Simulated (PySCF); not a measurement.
PySCF input for B(Cl)2(OSiH3) (BCl2H3OSi), SMILES [SiH3]OB(Cl)Cl, TDA-CAM-B3LYP/def2-SVPD. The structure is a stationary point at B3LYP-D3(BJ)/def2-SVP. The structure was generated by enumeration, and PubChem lists no compound with its InChIKey, so it may never have been made. Other conformers were not sampled.

```python
import numpy as np
from pyscf import gto, scf, dft, tdscf

mol = gto.M(
    atom='''
    B    -0.09499233    0.49544534   -0.00000000
    Cl   -0.91154634    2.05704106    0.00000000
    Cl    1.68422902    0.45029296    0.00000000
    O    -0.80576599   -0.63355260    0.00000000
    Si   -0.38266346   -2.27530752    0.00000000
    H     0.40356685   -2.57926541    1.22336124
    H     0.40356685   -2.57926540   -1.22336125
    H    -1.66436134   -3.02064812   -0.00000000
    ''',
    basis='def2-SVPD',
    charge=0,
    spin=0,
    symmetry=True,
    max_memory=1600,
    verbose=4,
)
mf = dft.RKS(mol, xc='cam-b3lyp').density_fit(auxbasis='def2-universal-jkfit')
mf.grids.level = 3
mf.conv_tol = 1e-9
mf.max_cycle = 100
mf.kernel()
mf.grids = dft.Grids(mol).set(level=1).build(with_non0tab=True)  # coarser grid for the response kernel
td = tdscf.TDA(mf)
td.singlet = True
td.nstates = 10
td.conv_tol = 1e-4
td.positive_eig_threshold = 1e-6
td.kernel(x0=td.get_init_guess(mf, 15))
td.analyze()
tt = tdscf.TDA(mf)
tt.singlet = False
tt.nstates = 4
tt.conv_tol = 1e-4
tt.positive_eig_threshold = 1e-6
tt.kernel(x0=tt.get_init_guess(mf, 9))
tt.analyze(verbose=3)
```

Log of the run:

```
PySCF version 2.14.0

[INPUT] verbose = 4
[INPUT] num. atoms = 8
[INPUT] num. electrons = 64
[INPUT] charge = 0
[INPUT] spin (= nelec alpha-beta = 2S) = 0
[INPUT] symmetry True subgroup None
[INPUT] Mole.unit = angstrom
[INPUT] Symbol           X                Y                Z      unit          X                Y                Z       unit  Magmom
[INPUT]  1 B     -0.094992330000   0.495445340000   0.000000000000 AA   -0.179509487634   0.936256002292   0.000000000000 Bohr   0.0
[INPUT]  2 Cl    -0.911546340000   2.057041060000   0.000000000000 AA   -1.722572932450   3.887244230385   0.000000000000 Bohr   0.0
[INPUT]  3 Cl     1.684229020000   0.450292960000   0.000000000000 AA    3.182731578845   0.850930370220   0.000000000000 Bohr   0.0
[INPUT]  4 O     -0.805765990000  -0.633552600000   0.000000000000 AA   -1.522677041589  -1.197240899506   0.000000000000 Bohr   0.0
[INPUT]  5 Si    -0.382663460000  -2.275307520000   0.000000000000 AA   -0.723129137278  -4.299708061963   0.000000000000 Bohr   0.0
[INPUT]  6 H      0.403566850000  -2.579265410000   1.223361240000 AA    0.762630819453  -4.874105227464   2.311817695008 Bohr   0.0
[INPUT]  7 H      0.403566850000  -2.579265400000  -1.223361250000 AA    0.762630819453  -4.874105208567  -2.311817713906 Bohr   0.0
[INPUT]  8 H     -1.664361340000  -3.020648120000   0.000000000000 AA   -3.145187104914  -5.708197665482   0.000000000000 Bohr   0.0

nuclear repulsion = 319.098880074719
point group symmetry = Cs
symmetry origin: [-2.65742738e-09  8.85809343e-10 -2.95269705e-10]
symmetry axis x: [ 1.00000000e+00  7.22521014e-10 -5.78672751e-11]
symmetry axis y: [ 7.22521014e-10 -1.00000000e+00 -7.89536183e-11]
symmetry axis z: [ 5.78672752e-11 -7.89536431e-11  1.00000000e+00]
num. orbitals of irrep A' = 99
num. orbitals of irrep A" = 46
number of shells = 61
number of NR pGTOs = 225
number of NR cGTOs = 145
basis = def2-SVPD
ecp = {}


[settings echo left out]
init E= -1311.86738422852
HOMO (A") = -0.379486643332857  LUMO (A') = -0.0227760447129497  gap/eV = 9.70659
cycle= 1 E= -1311.39307296048  delta_E= 0.474  |g|= 0.695  |ddm|= 3.45
HOMO (A') = -0.327349482105717  LUMO (A") = -0.00355916165561476  gap/eV = 8.81078
cycle= 2 E= -1311.3341888314  delta_E= 0.0589  |g|= 0.934  |ddm|= 1.82
HOMO (A') = -0.375530477947107  LUMO (A') = 0.00846807150409523  gap/eV = 10.44913
cycle= 3 E= -1311.49492826688  delta_E= -0.161  |g|= 0.0788  |ddm|= 1.02
HOMO (A') = -0.383833909011785  LUMO (A') = 0.0143795881698483  gap/eV = 10.83594
cycle= 4 E= -1311.4962691699  delta_E= -0.00134  |g|= 0.0324  |ddm|= 0.189
HOMO (A') = -0.38335290555437  LUMO (A') = 0.0137908440419947  gap/eV = 10.80683
cycle= 5 E= -1311.49654228372  delta_E= -0.000273  |g|= 0.00689  |ddm|= 0.0489
HOMO (A') = -0.38273012834806  LUMO (A') = 0.0136596529738324  gap/eV = 10.78632
cycle= 6 E= -1311.49655535602  delta_E= -1.31e-05  |g|= 0.000965  |ddm|= 0.0132
HOMO (A') = -0.382879615752836  LUMO (A') = 0.0136112864892426  gap/eV = 10.78907
cycle= 7 E= -1311.4965556907  delta_E= -3.35e-07  |g|= 0.000213  |ddm|= 0.00255
HOMO (A') = -0.382842002163602  LUMO (A') = 0.0136246090740957  gap/eV = 10.78841
cycle= 8 E= -1311.49655570695  delta_E= -1.63e-08  |g|= 4.45e-05  |ddm|= 0.000423
HOMO (A') = -0.382847565502558  LUMO (A') = 0.013624671865434  gap/eV = 10.78856
cycle= 9 E= -1311.49655570776  delta_E= -8.03e-10  |g|= 9.33e-06  |ddm|= 0.000109
HOMO (A') = -0.382848494128154  LUMO (A') = 0.0136246672819373  gap/eV = 10.78858
Extra cycle  E= -1311.49655570778  delta_E= -2.16e-11  |g|= 6.48e-06  |ddm|= 3.14e-05
converged SCF energy = -1311.49655570778
tot grids = 36824
Overwritten attributes  positive_eig_threshold  of <class 'pyscf.tdscf.rks.TDA'>


******** <class 'pyscf.tdscf.rks.TDA'> for <class 'pyscf.df.df_jk.DFSymAdaptedRKS'> ********
nstates = 10 singlet
deg_eia_thresh = 1.000e-03
wfnsym = None
conv_tol = 0.0001
eigh lindep = 1e-12
eigh level_shift = 0
eigh max_cycle = 100


Excitation energies (eV)
[6.90134312 7.71982476 7.91816791 7.9642883  7.98417395 8.07707327
 8.17024596 8.20661276 8.47232213 8.89615384]

** Singlet excitation energies and oscillator strengths **
Excited State   1:   A"      6.90134 eV    179.65 nm  f=0.0000
      32 -> 34       -0.69769
Excited State   2:   A"      7.71982 eV    160.60 nm  f=0.0010
      26 -> 34       -0.13952
      28 -> 34        0.52798
      29 -> 34        0.43274
Excited State   3:   A'      7.91817 eV    156.58 nm  f=0.1471
      30 -> 34        0.18882
      31 -> 34       -0.63358
Excited State   4:   A"      7.96429 eV    155.68 nm  f=0.0000
      26 -> 34       -0.28544
      28 -> 34       -0.44199
      29 -> 34        0.44193
Excited State   5:   A'      7.98417 eV    155.29 nm  f=0.0165
      29 -> 33       -0.21072
      32 -> 33        0.62499
Excited State   6:   A"      8.07707 eV    153.50 nm  f=0.0114
      27 -> 33       -0.16885
      27 -> 35       -0.12360
      30 -> 33        0.44830
      30 -> 35        0.17475
      30 -> 36       -0.12465
      31 -> 33        0.39706
Excited State   7:   A'      8.17025 eV    151.75 nm  f=0.0131
      28 -> 33       -0.11838
      29 -> 33        0.51300
      29 -> 35        0.20362
      29 -> 36       -0.16384
      30 -> 34        0.28047
      32 -> 33        0.16046
Excited State   8:   A'      8.20661 eV    151.08 nm  f=0.1700
      27 -> 34       -0.14575
      29 -> 33        0.22882
      30 -> 34       -0.55079
      31 -> 34       -0.20812
      32 -> 33        0.13435
Excited State   9:   A"      8.47232 eV    146.34 nm  f=0.0000
      30 -> 33        0.39120
      31 -> 33       -0.50779
      31 -> 35        0.15595
      31 -> 36       -0.16323
Excited State  10:   A'      8.89615 eV    139.37 nm  f=0.2022
      28 -> 33        0.57226
      28 -> 35       -0.11861
      28 -> 36        0.14810
      29 -> 33        0.11246
      29 -> 35       -0.10276
      30 -> 34        0.12578
      32 -> 36        0.12803
      32 -> 37        0.18070
      32 -> 39       -0.12877

** Transition electric dipole moments (AU) **
state          X           Y           Z        Dip. S.      Osc.
  1        -0.0000     -0.0000      0.0080      0.0001      0.0000
  2        -0.0000     -0.0000      0.0720      0.0052      0.0010
  3         0.6048     -0.6265      0.0000      0.7583      0.1471
  4        -0.0000     -0.0000      0.0066      0.0000      0.0000
  5         0.2789     -0.0819      0.0000      0.0845      0.0165
  6         0.0000      0.0000      0.2401      0.0576      0.0114
  7         0.2560     -0.0009     -0.0000      0.0655      0.0131
  8        -0.0808     -0.9160      0.0000      0.8455      0.1700
  9        -0.0000      0.0000     -0.0127      0.0002      0.0000
 10         0.4801      0.8351      0.0000      0.9278      0.2022

** Transition velocity dipole moments (imaginary part, AU) **
state          X           Y           Z        Dip. S.      Osc.
  1        -0.0000      0.0000      0.0047      0.0000      0.0001
  2        -0.0000      0.0000      0.0075      0.0001      0.0001
  3         0.0708     -0.0963      0.0000      0.0143      0.0327
  4        -0.0000      0.0000      0.0181      0.0003      0.0007
  5         0.0567     -0.0215      0.0000      0.0037      0.0083
  6         0.0000     -0.0000      0.0366      0.0013      0.0030
  7         0.0600     -0.0134     -0.0000      0.0038      0.0084
  8         0.0436     -0.1980      0.0000      0.0411      0.0909
  9        -0.0000     -0.0000     -0.0119      0.0001      0.0003
 10         0.1384      0.2573      0.0000      0.0854      0.1741

** Transition magnetic dipole moments (imaginary part, AU) **
state          X           Y           Z
  1        -0.1547     -0.2156      0.0000
  2        -0.1479      0.6946      0.0000
  3        -0.0000      0.0000     -0.1262
  4         0.4878      0.3435      0.0000
  5         0.0000      0.0000      0.6426
  6         1.1754      0.3644     -0.0000
  7        -0.0000     -0.0000      1.7154
  8         0.0000      0.0000      0.0315
  9         0.5940      0.9126      0.0000
 10        -0.0000     -0.0000      0.2581


******** <class 'pyscf.tdscf.rks.TDA'> for <class 'pyscf.df.df_jk.DFSymAdaptedRKS'> ********
nstates = 4 triplet
deg_eia_thresh = 1.000e-03
wfnsym = None
conv_tol = 0.0001
eigh lindep = 1e-12
eigh level_shift = 0
eigh max_cycle = 100


Excitation energies (eV)
[6.74113325 7.01069331 7.23940784 7.49963158]

** Triplet excitation energies and oscillator strengths **
Excited State   1:   A"      6.74113 eV    183.92 nm  f=0.0000
Excited State   2:   A'      7.01069 eV    176.85 nm  f=0.0000
Excited State   3:   A'      7.23941 eV    171.26 nm  f=0.0000
Excited State   4:   A"      7.49963 eV    165.32 nm  f=0.0000
```

Self-consistency was reached.

Cost: around 3 core-minutes (rough).
